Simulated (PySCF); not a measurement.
C3H4ClFSi, SMILES FC1=C(Cl)C[SiH2]1. Atoms are numbered in the order given.

```xyz
10

F      2.0947     0.0416     0.0000
C      0.8168     0.3935     0.0000
C     -0.2601    -0.4158     0.0000
Cl    -0.2900    -2.1360     0.0000
C     -1.4930     0.4674     0.0000
Si    -0.2577     1.9290     0.0000
H     -2.1177     0.3459     0.8987
H     -2.1177     0.3459    -0.8987
H     -0.2302     2.7850    -1.2173
H     -0.2302     2.7850     1.2173
```
Charge 0, spin multiplicity 1.

The structure is a stationary point at ωB97X-D3(BJ)/def2-SVP. This is a generated structure with no PubChem entry under its InChIKey; it may be hypothetical.

Two levels are set side by side: PBE/pcSseg-1 (PySCF) and PBE0/pcSseg-1 (PySCF). GIAO shifts against CFCl3 (¹⁹F), HCl (³⁵Cl), TMS (²⁹Si), TMS (¹H), TMS (¹³C) at the same level; non-relativistic, no solvent, atoms listed together averaged. Without spin–orbit terms, shifts of atoms bonded to Cl or Br come out too high at both levels. Differences are taken from unrounded values.

| quantity | PBE0 | PBE | PBE minus PBE0 |
|---|---|---|---|
| δ(¹⁹F) of F1 (ppm) | -110.1 | -118.8 | -8.8 |
| δ(¹³C) of C2 (ppm) | 165.3 | 163.3 | -2.0 |
| δ(¹³C) of C3 (ppm) | 132.6 | 129.9 | -2.7 |
| δ(³⁵Cl) of Cl4 (ppm) | 272.1 | 300.7 | 28.6 |
| δ(¹³C) of C5 (ppm) | 17.0 | 18.3 | 1.3 |
| δ(²⁹Si) of Si6 (ppm) | -41.2 | -45.6 | -4.4 |
| δ(¹H) of H7, H8 (ppm) | 1.97 | 1.99 | 0.02 |
| δ(¹H) of H9, H10 (ppm) | 5.13 | 5.23 | 0.10 |

Rough cost on one machine, each run with all the roots and properties that it gave: PBE0 against PBE within a factor of 2.
